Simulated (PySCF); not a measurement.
(F2In-mu-OH)2.
Bonds: In1–F2, In1–F3, In1–O4, In1–O8, O4–In5, In5–F6, In5–F7, In5–O8. Hydrogens: H9 on O4; H10 on O8.

A linear-response calculation (PySCF, def2-SVPD basis, gas phase, vertical, core orbitals frozen in the response) gave these numbers; the functional is withheld.

Orbital energies (eV): HOMO-3 -12.47, HOMO-2 -12.44, HOMO-1 -12.39, HOMO -12.35, LUMO -2.39, LUMO+1 -1.07, LUMO+2 -0.35.

| state | E (eV) | f | main configurations (H = HOMO, L = LUMO) |
| --- | --- | --- | --- |
| S1 | 6.47 | 0.016 | H→L (89%) |
| S2 | 6.55 | 0.0002 | H-3→L (55%), H-2→L (27%), H-9→L+1 (10%) |
| S3 | 6.62 | 0.115 | H-1→L (48%), H-4→L (22%), H-8→L+1 (11%) |
| S4 | 6.63 | 0.0034 | H-5→L (64%), H-4→L+1 (16%) |
| S5 | 6.65 | 0.0008 | H-6→L (57%), H-7→L+1 (15%), H-7→L (14%) |
| S6 | 6.66 | 0.075 | H-4→L (39%), H-1→L (22%), H-5→L+1 (18%) |

Triplets (Tamm–Dancoff): T1 6.04 eV, H→L (88%); T2 6.08 eV, H-2→L (51%), H-3→L (17%), H-4→L+1 (12%); T3 6.11 eV, H-1→L (62%), H-4→L (10%), H-2→L+1 (8%); T4 6.15 eV, H-4→L (49%), H-5→L+1 (19%), H-1→L (12%).

Vertical ionisation energy by ΔSCF with the same functional: 13.27 eV. Mean static polarisability: 65.6 au.

Question: Name the functional.
A. PBE0
B. PBE
C. CAM-B3LYP
D. HF

Answer: C. CAM-B3LYP is range-separated, 19% exact exchange at short range and 65% at long range (ω = 0.33 bohr⁻¹). In this run −ε(HOMO) = 12.35 eV differs from the ΔSCF value by -0.92 eV, and S1 differs from the orbital gap of 9.96 eV by -3.49 eV. The ratio −ε(HOMO)/IP is 0.93. Small neutral molecules mostly give 0.85 to 0.93 with CAM-B3LYP, 0.5 to 0.7 with PBE, 0.7 to 0.83 with PBE0; with Hartree–Fock the ratio is 1 or more (Koopmans' value less the relaxation energy is the ΔSCF value). The other options: PBE, a GGA without exact exchange; HF, time-dependent Hartree–Fock, 100% exact exchange; PBE0, a global hybrid with 25% exact exchange.

Theory: TDDFT CAM-B3LYP/def2-SVPD, vertical, gas phase, core orbitals frozen in the response, def2 core potentials past Kr in PySCF. One conformer (not necessarily the lowest) at the PBE0-D3(BJ)/def2-SVP geometry, without solvent, vibrations or thermal averaging. Spin–orbit coupling is left out.

The run took 5.9 min (with the writing of density and orbital grids) on Arm Neoverse V1, one thread, shared host with 64 logical CPUs at a one-minute load of 14, and the process peaked at 1.3 GiB of memory.
